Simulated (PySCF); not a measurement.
SnF4, SMILES [F][Sn]([F])([F])[F]. Geometry: PBE0-D3(BJ)/def2-SVP. The isomer is the one that the SMILES or the coordinates give; other isomers of the formula were not compared. The def2 effective core potentials stand for the cores of Sn; spin–orbit coupling is left out.

These are PySCF with PBE0-D3(BJ)/def2-SVP values and carry that method's errors.

Harmonic wavenumbers (cm⁻¹): 136, 136, 183, 183, 183, 647, 695, 695, 695. Rotational constants (GHz): 2.757, 2.757, 2.757; symmetry number 12.

Q: Work out the zero-point energy and the ideal-gas rigid-rotor harmonic-oscillator thermochemistry at 298.15 K and 1 atm.

A: ZPE = ½ Σ hcν = ½ × 3551 cm⁻¹ = 5.08 kcal/mol. H − E(el) = 9.69 kcal/mol. Entropy in cal/(mol K): translation 41.70, rotation 22.19, vibration 13.93, total 77.83. G − E(el) = -13.51 kcal/mol. Cp = 20.83 cal/(mol K). Modes under 150 cm⁻¹ make the vibrational entropy uncertain.
